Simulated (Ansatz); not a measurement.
The cluster Ti₂Al⁻, relaxed as a singlet with RKS r2SCAN-D4/def2-TZVPD in Ansatz, starting from the GFN1-xTB geometry. Force threshold 0.02 eV/Å.

The highest occupied level of the charge -1 singlet lies above zero (up to 0.43 eV). The electron is either unbound and held by the finite basis, or the level is raised by self-interaction error. The relaxation made no stability test and no search for a lower SCF solution. No other spin state of charge -1 was run. The structure comes from a short search, and lower isomers may exist.

Start:

```xyz
3

Ti   -2.472   -0.385    0.750
Ti    2.082    1.281   -0.921
Al    0.390   -0.896    0.171
```

(1) Estimate the energy that the relaxation releases and the steps that it takes.

(2) Does the start keep its bonding and symmetry?

(3) Predict the relaxed structure.

Answers

(1) 365.5 kJ/mol, in 12 steps; 76 s on 4 threads of AMD EPYC 7B13 on a shared host. No frequencies were taken in this run, so the end may be a saddle point.

(2) Bonds formed: Ti1–Ti2 (atoms count from 1). The end is the same structure that another start reached, the lowest one found. Point group C2v at the start, C2v at the end, both within 0.05 Å.

(3) 
```xyz
3

Ti   -1.286    0.315    0.234
Ti    0.680    1.051   -0.492
Al    0.607   -1.366    0.258
```
Bond lengths (bridged metal pairs left out): 2 × Al–Ti 2.53 Å; 1 × Ti–Ti 2.22 Å.
